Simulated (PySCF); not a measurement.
**Excitation energy of Ni²⁺ by level of theory**

Ni²⁺ [Ar] 3d8 (3F) → Ni²⁺ [Ar] 3d7 4s1 (5F), as a difference of total energies. Computed with PySCF 2.14 in x2c-TZVPPall with one added diffuse shell each of s, p, d, f type (7s6p5d3f1g, 80 functions), with the spin-free X2C one-electron Hamiltonian (Gaussian nucleus). Correlated levels: valence: [Ar] frozen; valence and next inner shell: [Ne] frozen. The calculations carry no spin-orbit coupling.

| method | excitation energy (cm⁻¹) |
| --- | --- |
| UHF | 41561 |
| LDA | 55752 |
| PBE | 54242 |
| PBE0 | 52951 |
| r2SCAN | 53247 |
| wB97X-V | 56365 |
| TPSS | 53738 |
| revPBE | 54548 |
| PW91 | 54589 |
| MP2 (valence) | 54499 |
| SCS-MP2 (valence) | 55639 |
| MP2 (valence and next inner shell) | 56949 |
| SCS-MP2 (valence and next inner shell) | 56755 |

A first-order spin-orbit estimate (lowest level to lowest level, LS coupling) adds -0.011 eV.
